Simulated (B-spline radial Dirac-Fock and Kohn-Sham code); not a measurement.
## Binding energies of S⁷⁺

System: S⁷⁺ in the configuration [He] 2s2 2p5; nuclear rms radius 3.2611 fm (A = 32).

Method: Dirac-Fock energy differences between relaxed states, corrected for Breit and QED terms. Computed with an atomic code on a B-spline grid. The model has no electron correlation. Energies are counted from the vacuum level.

All terms are in eV, carry their sign (relaxation lowers the binding energy) and add up to the binding energy; ⟨r⟩ is the mean radius of the orbital in the initial state.

```
subshell  −ε (Koopmans)  relaxation  Breit  self-energy  vacuum polarisation  binding energy  ⟨r⟩ (bohr)
       K         2682.2      -17.99  -1.59        -0.72                 0.05          2662.0       0.097
      L1          391.1       -1.96  -0.09        -0.06                 0.00           389.0       0.460
    L2,3          333.4       -2.59  -0.11         0.01                 0.00           330.7       0.420
```

For the deepest level, K (1s), the Breit terms make up -0.060 % of the binding energy, QED -0.025 % and orbital relaxation -0.676 %.

Going to the tabulated ground configuration of the next ion removes an electron from L2,3 (2p), computed at 330.7 eV. NIST lists 328.794 ± 0.007 eV as the ionisation energy of this species (measured), -1.94 eV from the computed value. Where a p, d or f shell is open in either ion the computed value averages over both j values and all terms, while the table refers to the lowest levels; that difference holds spin-orbit splitting (largest in heavy or highly charged ions), term energies where several electrons share open shells, and correlation, and it can reach 10 % or more.
